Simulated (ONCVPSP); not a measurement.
**Varying the ONCV potential for Ta**

Base potential:

```json
{
 "Element": "Ta (Z = 73)",
 "Generator": "ONCVPSP 4.0.1",
 "Type": "optimised norm-conserving Vanderbilt (ONCV)",
 "Functional": "PBEsol",
 "Relativity": "fully relativistic",
 "Frozen core": "[Kr] 4d10 4f14 5s2",
 "Valence charge": "11",
 "Reference configuration": "5p6 5d3 6s1 (charge +1)",
 "Partial waves": "6s: rc 2.65 bohr, ncon 4, nbas 8, qcut 2.3 1/bohr, 2 projectors, debl 0.8 Ha; 5p: rc 1.60 bohr, ncon 3, nbas 7, qcut 7.1 1/bohr, 2 projectors, debl 0.9 Ha; 5d: rc 2.70 bohr, ncon 4, nbas 9, qcut 5.5 1/bohr, 2 projectors, debl 1.9 Ha",
 "Local potential": "polynomial inside 1.40 bohr (lpopt 5, dvloc0 1 Ha)",
 "Core correction": "Teter function fitted to the true core (icmod 2), fcfact 0.45"
}
```

Open shells are filled in proportion to 2j + 1.

In the p channel the program set the typed energies aside and used -1.624, 0.250 Ha (j = l + 1/2; the other j can differ).

All-electron outer shells of the reference configuration (PBEsol, scalar-relativistic, ld1.x):

| shell | level (eV) | outermost node (bohr) | outermost maximum (bohr) |
| --- | --- | --- | --- |
| 5p | -46.66 | 0.58 | 1.13 |
| 4f | -31.96 | – | 0.44 |
| 6s | -11.66 | 1.32 | 2.68 |
| 5d | -10.53 | 0.65 | 1.56 |

Cutoffs, loose and tight: the cutoffs (Ha) at which the residual kinetic energy of the hardest occupied pseudo-wave falls to 1 and 0.1 mHa per electron. They do not see the model core or the augmentation charge, which bear on the density cutoff. Test errors are all-electron minus pseudo excitation energies from the reference, over the configurations 5p6 5d3 6s2; 5p6 5d3 6s0; 5p6 5d2 6s0; 5p6 5d3 6s1.5. A dash means not determined; rows that change the core or the reference have their own tests.

A true bound ghost makes a file unfit for plane-wave use even where its test errors are small: the radial tests pick states by their node count and pass the ghost by.

```tsv
change	outcome	cutoff, loose	cutoff, tight	bound ghosts	GHOST(+) flags above zero	largest test error (meV)
base	generated, projector energies reset by the program	18 Ha	22 Ha	s	none	+31
core [Kr] 4d10, valence charge 27; reference 4f14 5s2 5p6 5d3 6s0.5; waves now 5s+6s: rc 1.75 bohr, ncon 4, nbas 8, qcut 5.7 1/bohr, 2 projectors; 5p: rc 1.35 bohr, ncon 4, nbas 8, qcut 6.1 1/bohr, 3 projectors, debl 3 Ha; 5d: rc 2.30 bohr, ncon 4, nbas 9, qcut 6.7 1/bohr, 3 projectors, debl 1.6 Ha; 4f: rc 0.60 bohr, ncon 4, nbas 8, qcut 28.1 1/bohr, 1 projector; local potential polynomial inside 0.50 bohr (lpopt 3, dvloc0 4 Ha)	generated	336 Ha	367 Ha	s, p3/2, p1/2, f5/2	s, d5/2, d3/2	-3.0
local potential polynomial inside 1.25 bohr (lpopt 5, dvloc0 2 Ha)	generated, projector energies reset by the program	18 Ha	22 Ha	s	none	+31
s: qcut 2.2	generated, projector energies reset by the program	18 Ha	22 Ha	s	none	+29
p: debl 1.85	generated	18 Ha	22 Ha	s	none	+31
```

**Question.** What comes out with this change to the base: p: rc 2.14?

**Answer.** outcome: generated, projector energies reset by the program; cutoff, loose: 13 Ha; cutoff, tight: 19 Ha; bound ghosts: s; GHOST(+) flags above zero: none; largest test error (meV): +31.

**Question.** What comes out with this change to the base: core correction Teter function fitted to the true core (icmod 2), fcfact 1.08?

**Answer.** outcome: generated, projector energies reset by the program; cutoff, loose: 18 Ha; cutoff, tight: 22 Ha; bound ghosts: s; GHOST(+) flags above zero: none; largest test error (meV): +40.
